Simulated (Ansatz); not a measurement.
Ideal-gas functions of CH₂ClF₂Si (`[CH2][Si](F)(F)Cl`) radical at 800 K and 1 bar, from an Ansatz frequency run at PBE0-D4/def2-TZVP.

Molar mass 115.56 g/mol, point group Cs (symmetry number 1), electronic degeneracy 2, moments of inertia 131.145, 208.725, 213.0 u Å². Harmonic wavenumbers (cm⁻¹, unscaled): 59, 187, 216, 261, 308, 340, 545, 609, 736, 788, 926, 981, 1388, 3162, 3262.

Use S(trans) = R[1.5 ln M + 2.5 ln T − 1.1517]; rotational temperatures θ = 24.2544 K / I; S(rot) = R[ln(√π/σ · √(T³/θAθBθC)) + 1.5]; for each mode x = 1.438777 ν̃/T, S = R[x/(eˣ − 1) − ln(1 − e⁻ˣ)] and H = RT x/(eˣ − 1); 1 cm⁻¹ = 0.0119627 kJ/mol; R = 8.31446 J/(mol·K).

Question: By hand: the entropy, in J/(mol·K).

Answer: Translation 188.6. Rotation: θ = 0.1849, 0.1162, 0.1139 K, giving 125.6. Vibration, mode by mode: 26.97, 17.41, 16.23, 14.68, 13.33, 12.53, 8.81, 7.96, 6.56, 6.08, 4.97, 4.59, 2.58, 0.19, 0.16, in all 143.1. Electronic 5.8. Sum 463.1 J/(mol·K).

Question: By hand: H − E and G − E in kJ/mol, counted from the electronic energy.

Answer: Zero-point energy ½ × 13768 × 0.0119627 = 82.4; thermal vibration 52.9; translation, rotation and pV give 4 RT = 26.6. H − E = 161.9 kJ/mol, and G − E = 161.9 − 800 × 463.1/1000 = -208.6 kJ/mol.

Vibration gives 31 % of the entropy, 27.0 J/(mol·K) of it from the mode under 150 cm⁻¹: soft modes count most, and the harmonic formula is weakest for them.
